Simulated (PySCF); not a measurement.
Al(H)(OH)(nPr) (C3H9AlO), SMILES [AlH]([OH])[CH2]CC. The structure is a stationary point at PBE-D3(BJ)/def2-SVP. The values are those of a single conformer.

Task: Give the equilibrium geometry at PBE-D3(BJ)/def2-SVP (PySCF confirms it by a frequency run) as a Z-matrix. (An estimate is asked for; the answer gives what the named calculation found.)

Result: This is not unique; one that fits is 
```
C
H 1 1.1133
H 1 1.1166 2 104.78
C 1 1.5404 2 110.70 3 117.79
H 4 1.1132 1 109.89 2 178.28
H 4 1.1134 5 105.06 1 118.01
C 4 1.5313 5 109.13 6 116.78
H 7 1.1097 4 111.99 5 -57.16
H 7 1.1102 8 107.71 4 122.43
H 7 1.1104 8 107.68 9 115.27
Al 1 1.9639 2 108.44 3 -114.06
O 11 1.7267 1 116.87 2 19.15
H 12 0.9703 11 122.25 1 178.77
H 11 1.6060 12 118.82 13 -1.06
```
Charge 0, spin multiplicity 1.
